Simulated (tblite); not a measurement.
A geometry optimisation, step by step.

C3H3BBrO2 (doublet state).
Atom-mapped SMILES: `[BH2:1][O:2][C@@H:3]1[O:4][C:5]=[C:6]1[Br:7]` (hydrogens: H8, H9 on B1; H10 on C3)
Bond orders are those of one Lewis drawing.

Computed with GFN2-xTB (tblite), gas phase: L-BFGS steps from a force-field or distance-geometry start until the largest atomic force falls under 0.01 eV/Å. 14 of its 79 geometries are shown.

Step 0: E = -577.6452 eV, largest atomic force 4.080 eV/Å
```
atom  x, y, z in Å  |  force x, y, z in eV/Å
B1      1.913    0.299    0.392   -1.092   0.496  -0.819
O2      0.594    0.586   -0.237    1.529  -1.062   2.342
C3     -0.376   -0.182    0.443    2.397   2.002   0.358
O4     -0.391   -1.479    0.006   -1.101  -1.621  -0.466
C5     -1.693   -1.216   -0.517    1.255   1.634   1.044
C6     -1.679    0.090   -0.107   -3.648  -0.435  -1.775
Br7    -2.851    1.589   -0.203    0.770  -0.899   0.114
H8      2.590   -0.565   -0.022   -0.214   0.071  -0.141
H9      2.292    0.963    1.292   -0.354  -0.041  -0.201
H10    -0.391   -0.081    1.558    0.458  -0.145  -0.456
```

Step 6: E = -578.2531 eV, largest atomic force 0.280 eV/Å
```
atom  x, y, z in Å  |  force x, y, z in eV/Å
B1      1.943    0.316    0.378   -0.096  -0.019   0.019
O2      0.671    0.540   -0.095    0.037   0.014   0.059
C3     -0.370   -0.121    0.430    0.182  -0.134   0.075
O4     -0.449   -1.505    0.017   -0.109  -0.169  -0.071
C5     -1.685   -1.205   -0.499   -0.011   0.089   0.099
C6     -1.752    0.086   -0.163   -0.163   0.141  -0.176
Br7    -2.844    1.566   -0.208   -0.043  -0.051  -0.076
H8      2.581   -0.556   -0.062    0.166   0.029  -0.156
H9      2.272    0.981    1.282    0.243   0.132   0.043
H10    -0.358   -0.097    1.526   -0.204  -0.031   0.184
```

Step 12: E = -578.3793 eV, largest atomic force 0.642 eV/Å
```
atom  x, y, z in Å  |  force x, y, z in eV/Å
B1      2.046    0.318    0.414    0.048   0.143  -0.236
O2      0.730    0.456    0.162   -0.169  -0.179   0.366
C3     -0.401   -0.176    0.478   -0.306   0.004   0.051
O4     -0.575   -1.565    0.019    0.182   0.557   0.263
C5     -1.788   -1.181   -0.457   -0.020  -0.073  -0.353
C6     -1.725    0.147   -0.286    0.321  -0.376   0.376
Br7    -2.921    1.546   -0.304    0.116   0.126   0.014
H8      2.694   -0.441   -0.221   -0.037   0.065   0.220
H9      2.491    1.075    1.219    0.038  -0.174  -0.335
H10    -0.543   -0.175    1.581   -0.173  -0.093  -0.366
```

Step 18: E = -578.5783 eV, largest atomic force 0.872 eV/Å
```
atom  x, y, z in Å  |  force x, y, z in eV/Å
B1      2.031    0.348    0.327    0.459  -0.231   0.379
O2      0.718    0.432    0.494   -0.109   0.330  -0.025
C3     -0.454   -0.221    0.550   -0.094   0.170   0.226
O4     -0.551   -1.540    0.063   -0.052  -0.600  -0.630
C5     -1.724   -1.181   -0.585    0.393   0.254   0.306
C6     -1.732    0.118   -0.259    0.206  -0.033  -0.375
Br7    -2.847    1.586   -0.340    0.097  -0.008  -0.035
H8      2.723   -0.415   -0.267   -0.661  -0.037  -0.131
H9      2.611    1.105    1.033   -0.117   0.195  -0.312
H10    -0.767   -0.229    1.591   -0.121  -0.041   0.597
```

Step 24: E = -578.9315 eV, largest atomic force 0.696 eV/Å
```
atom  x, y, z in Å  |  force x, y, z in eV/Å
B1      1.919    0.323    0.388   -0.309   0.240  -0.409
O2      0.643    0.504    0.757   -0.040   0.036   0.205
C3     -0.487   -0.253    0.711    0.450  -0.288  -0.214
O4     -0.386   -1.512    0.019   -0.105  -0.291   0.398
C5     -1.465   -1.134   -0.759    0.404   0.423   0.377
C6     -1.595    0.106   -0.280   -0.203   0.353  -0.223
Br7    -2.629    1.623   -0.350   -0.187   0.065  -0.121
H8      2.318   -0.547   -0.302   -0.166  -0.046   0.229
H9      2.602    1.233    0.692   -0.060  -0.181   0.055
H10    -0.911   -0.338    1.731    0.215  -0.310  -0.298
```

Step 30: E = -579.0403 eV, largest atomic force 0.134 eV/Å
```
atom  x, y, z in Å  |  force x, y, z in eV/Å
B1      1.843    0.358    0.349   -0.055  -0.099  -0.070
O2      0.618    0.528    0.860   -0.033   0.028   0.051
C3     -0.467   -0.276    0.756    0.022   0.006   0.005
O4     -0.337   -1.516    0.056    0.023   0.047   0.011
C5     -1.327   -1.073   -0.791   -0.001   0.086  -0.002
C6     -1.526    0.144   -0.284   -0.064   0.059   0.032
Br7    -2.587    1.646   -0.382    0.016  -0.087  -0.100
H8      2.132   -0.596   -0.265    0.046  -0.027  -0.061
H9      2.583    1.234    0.569   -0.003   0.028   0.056
H10    -0.923   -0.446    1.737    0.049  -0.041   0.079
```

Step 36: E = -579.0493 eV, largest atomic force 0.096 eV/Å
```
atom  x, y, z in Å  |  force x, y, z in eV/Å
B1      1.831    0.349    0.335    0.078   0.004   0.055
O2      0.618    0.528    0.874    0.005  -0.019  -0.035
C3     -0.468   -0.272    0.774    0.001  -0.025  -0.022
O4     -0.329   -1.501    0.056   -0.009  -0.008   0.035
C5     -1.310   -1.047   -0.795    0.017  -0.012  -0.028
C6     -1.533    0.153   -0.261   -0.008  -0.013   0.025
Br7    -2.598    1.639   -0.429   -0.028   0.036  -0.024
H8      2.131   -0.601   -0.286   -0.059   0.063  -0.016
H9      2.570    1.223    0.576    0.006  -0.025  -0.015
H10    -0.903   -0.466    1.762   -0.004  -0.001   0.024
```

Step 42: E = -579.0512 eV, largest atomic force 0.048 eV/Å
```
atom  x, y, z in Å  |  force x, y, z in eV/Å
B1      1.835    0.348    0.342   -0.025   0.038  -0.016
O2      0.621    0.524    0.879    0.004  -0.022  -0.001
C3     -0.468   -0.275    0.779   -0.021   0.010   0.011
O4     -0.333   -1.504    0.062    0.013   0.015  -0.014
C5     -1.302   -1.040   -0.799    0.003  -0.010   0.027
C6     -1.537    0.152   -0.254    0.012  -0.018  -0.021
Br7    -2.601    1.639   -0.446    0.019   0.000   0.002
H8      2.117   -0.590   -0.303   -0.006   0.005  -0.018
H9      2.577    1.219    0.578    0.003  -0.028   0.020
H10    -0.900   -0.470    1.769   -0.003   0.010   0.011
```

Step 48: E = -579.0540 eV, largest atomic force 0.091 eV/Å
```
atom  x, y, z in Å  |  force x, y, z in eV/Å
B1      1.822    0.363    0.328   -0.030  -0.081   0.028
O2      0.620    0.517    0.899    0.003   0.036   0.037
C3     -0.475   -0.275    0.793    0.073   0.007  -0.005
O4     -0.329   -1.508    0.084    0.004  -0.037   0.016
C5     -1.284   -1.051   -0.795   -0.015  -0.023   0.003
C6     -1.532    0.141   -0.257    0.043   0.042   0.042
Br7    -2.575    1.639   -0.474   -0.004   0.001  -0.006
H8      2.070   -0.545   -0.372    0.016   0.035  -0.041
H9      2.599    1.188    0.615   -0.071  -0.001  -0.010
H10    -0.907   -0.465    1.786   -0.019   0.021  -0.064
```

Step 54: E = -579.0631 eV, largest atomic force 0.166 eV/Å
```
atom  x, y, z in Å  |  force x, y, z in eV/Å
B1      1.790    0.374    0.316    0.067   0.104  -0.002
O2      0.643    0.474    0.997    0.013  -0.083  -0.009
C3     -0.469   -0.279    0.826   -0.063  -0.083   0.017
O4     -0.322   -1.531    0.147    0.010   0.016   0.060
C5     -1.260   -1.085   -0.755    0.031  -0.015  -0.050
C6     -1.468    0.139   -0.271   -0.040   0.039  -0.090
Br7    -2.510    1.628   -0.546   -0.006   0.038   0.006
H8      1.947   -0.370   -0.569   -0.022  -0.117  -0.115
H9      2.627    1.100    0.675    0.023   0.089   0.065
H10    -0.970   -0.446    1.784   -0.014   0.012   0.118
```

Step 60: E = -579.0722 eV, largest atomic force 0.087 eV/Å
```
atom  x, y, z in Å  |  force x, y, z in eV/Å
B1      1.765    0.392    0.292   -0.063   0.005   0.042
O2      0.669    0.409    1.063   -0.042   0.015   0.024
C3     -0.474   -0.294    0.864   -0.028  -0.009   0.008
O4     -0.322   -1.553    0.209   -0.075  -0.044  -0.007
C5     -1.205   -1.099   -0.745    0.004  -0.010  -0.024
C6     -1.420    0.132   -0.284    0.041  -0.001  -0.004
Br7    -2.445    1.627   -0.604    0.040   0.000   0.002
H8      1.816   -0.222   -0.706    0.045   0.014  -0.031
H9      2.644    1.036    0.710   -0.005   0.015  -0.027
H10    -1.021   -0.424    1.807    0.083   0.014   0.016
```

Step 66: E = -579.0756 eV, largest atomic force 0.054 eV/Å
```
atom  x, y, z in Å  |  force x, y, z in eV/Å
B1      1.747    0.401    0.286   -0.012  -0.031  -0.017
O2      0.670    0.385    1.082    0.008  -0.010  -0.023
C3     -0.481   -0.306    0.876    0.018   0.009   0.014
O4     -0.340   -1.572    0.231    0.001   0.001   0.006
C5     -1.185   -1.104   -0.750   -0.015  -0.011   0.026
C6     -1.395    0.129   -0.290   -0.026  -0.016   0.012
Br7    -2.407    1.630   -0.618    0.037   0.034  -0.019
H8      1.785   -0.168   -0.742   -0.003   0.024   0.021
H9      2.639    1.023    0.707   -0.002   0.036   0.001
H10    -1.025   -0.414    1.823   -0.005  -0.037  -0.022
```

Step 72: E = -579.0807 eV, largest atomic force 0.055 eV/Å
```
atom  x, y, z in Å  |  force x, y, z in eV/Å
B1      1.713    0.421    0.269   -0.006   0.034  -0.010
O2      0.672    0.340    1.107    0.016  -0.002   0.030
C3     -0.489   -0.333    0.903    0.024  -0.039  -0.008
O4     -0.361   -1.609    0.275    0.002  -0.029  -0.047
C5     -1.166   -1.128   -0.734   -0.043  -0.005  -0.014
C6     -1.379    0.106   -0.278    0.002   0.025   0.026
Br7    -2.265    1.672   -0.664    0.011  -0.019  -0.023
H8      1.714   -0.058   -0.803   -0.027  -0.019   0.019
H9      2.615    1.030    0.691    0.000   0.010   0.016
H10    -1.045   -0.437    1.842    0.021   0.043   0.009
```

Step 78: E = -579.0822 eV, largest atomic force 0.010 eV/Å
```
atom  x, y, z in Å  |  force x, y, z in eV/Å
B1      1.709    0.431    0.267   -0.006   0.003   0.005
O2      0.678    0.323    1.115    0.008   0.000  -0.003
C3     -0.484   -0.345    0.905   -0.005   0.004  -0.007
O4     -0.372   -1.622    0.274   -0.003   0.002  -0.005
C5     -1.182   -1.133   -0.728    0.006  -0.006   0.005
C6     -1.373    0.104   -0.273   -0.001   0.005   0.000
Br7    -2.231    1.680   -0.680    0.001  -0.003   0.000
H8      1.698   -0.041   -0.808   -0.002   0.001   0.004
H9      2.607    1.046    0.690    0.001  -0.004  -0.002
H10    -1.040   -0.439    1.846    0.001  -0.001   0.003
```

Problem. Summarise the path.

Solution. The energy falls by 1.4370 eV from step 0 to step 78; nine tenths of that is first reached at step 25. It falls at every step. The largest force goes from 4.080 to 0.010 eV/Å. Among the bonds B1–O2 changes most, from 1.489 to 1.339 Å; the atoms move by 0.785 Å rms after alignment.

Problem. Follow the three bonds and two angles with the largest change from start to end.

Solution. 
```
step  E above end (eV)  largest force (eV/Å)  B1–O2 (Å)  C3–C6 (Å)  C6–Br7 (Å)  B1–O2–C3 (°)  O2–C3–C6 (°)
   0            1.4370                 4.080      1.489      1.440       1.906         107.5         109.6
   3            0.8745                 0.621      1.375      1.537       1.830         115.1         116.6
   7            0.8184                 0.322      1.377      1.522       1.844         121.2         119.2
  10            0.7723                 0.550      1.367      1.553       1.840         126.6         118.8
  14            0.6463                 0.408      1.334      1.544       1.849         146.1         122.9
  17            0.5529                 0.973      1.330      1.542       1.850         150.8         126.4
  20            0.4324                 0.745      1.340      1.568       1.845         142.5         124.4
  24            0.1507                 0.696      1.341      1.530       1.837         134.9         119.5
  27            0.0602                 0.590      1.333      1.549       1.828         129.2         117.5
  31            0.0406                 0.117      1.339      1.543       1.841         129.0         116.0
  34            0.0353                 0.097      1.340      1.544       1.834         128.5         115.8
  37            0.0322                 0.068      1.339      1.546       1.838         128.3         116.2
  41            0.0312                 0.049      1.340      1.547       1.839         128.4         116.2
  44            0.0306                 0.045      1.340      1.545       1.838         128.4         116.4
  47            0.0291                 0.083      1.340      1.546       1.837         128.6         116.5
  51            0.0238                 0.151      1.341      1.550       1.844         127.9         117.3
  54            0.0191                 0.166      1.337      1.542       1.838         126.7         118.2
  58            0.0123                 0.135      1.340      1.547       1.839         126.9         118.5
  61            0.0090                 0.074      1.341      1.547       1.841         126.4         118.9
  64            0.0073                 0.053      1.340      1.545       1.840         126.4         118.5
  68            0.0056                 0.078      1.338      1.545       1.839         127.0         118.0
  71            0.0023                 0.059      1.338      1.544       1.841         127.2         117.9
  75            0.0005                 0.049      1.340      1.542       1.839         126.7         117.8
  78            0.0000                 0.010      1.339      1.543       1.840         127.0         117.9
```

The cost below is that of the whole relaxation. Time: 0.33 s of wall time. Hardware: an Arm Neoverse V2 with one thread, shared host with 96 logical CPUs at a one-minute load of 28.
